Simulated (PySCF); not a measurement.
Na(OH) (HNaO), SMILES [Na][OH]. Atoms are numbered in the order given.

```xyz
3

Na     0.0000     0.0000    -0.9239
O      0.0000     0.0000     1.0233
H      0.0000     0.0000     1.9761
```
Charge 0, spin multiplicity 1.

Geometry: ωB97X-D3(BJ)/def2-TZVPD. The isomer is the one that the SMILES or the coordinates give; other isomers of the formula were not compared.

Level of theory: TDA-CAM-B3LYP/def2-TZVPD in PySCF.

Vertical excitations; the highest root listed may be one member of a degenerate set. Isolated molecule, no solvent. State labels are in the subgroup C2v.

```tsv
state	symmetry	energy (eV)	λ (nm)	f	main pairs
S1	B1	3.21	387	0.018	HOMO→LUMO (degenerate set)
S2	B2	3.21	387	0.018	HOMO−1→LUMO (degenerate set)
S3	A1	5.01	247	0.000	HOMO→LUMO+1, HOMO−1→LUMO+2, HOMO→LUMO+5, HOMO−1→LUMO+6 (degenerate set)
S4	A2	5.01	247	0.000	HOMO→LUMO+2, HOMO−1→LUMO+1, HOMO→LUMO+6, HOMO−1→LUMO+5 (degenerate set)
S5	A2	5.03	247	0.000	HOMO−1→LUMO+1 38 %, HOMO→LUMO+2 38 %, HOMO−1→LUMO+5 10 %, HOMO→LUMO+6 10 %
S6	B1	5.14	241	0.051	HOMO→LUMO+3, HOMO→LUMO+4 (degenerate set)
S7	B2	5.14	241	0.051	HOMO−1→LUMO+3, HOMO−1→LUMO+4 (degenerate set)
S8	A1	5.37	231	0.026	HOMO−1→LUMO+2 44 %, HOMO→LUMO+1 44 %
S9	B1	6.14	202	0.007	HOMO→LUMO+4, HOMO→LUMO+3 (degenerate set)
S10	B2	6.14	202	0.007	HOMO−1→LUMO+4, HOMO−1→LUMO+3 (degenerate set)
T1	B1	3.13	396	0	HOMO→LUMO (degenerate set)
T2	B2	3.13	396	0	HOMO−1→LUMO (degenerate set)
T3	A1	4.92	252	0	HOMO→LUMO+1 36 %, HOMO−1→LUMO+2 36 %, HOMO→LUMO+5 10 %, HOMO−1→LUMO+6 10 %
T4	A1	4.96	250	0	HOMO−1→LUMO+2 37 %, HOMO→LUMO+1 37 %, HOMO−1→LUMO+6 10 %, HOMO→LUMO+5 10 %
```
Triplets are in the Tamm–Dancoff approximation.
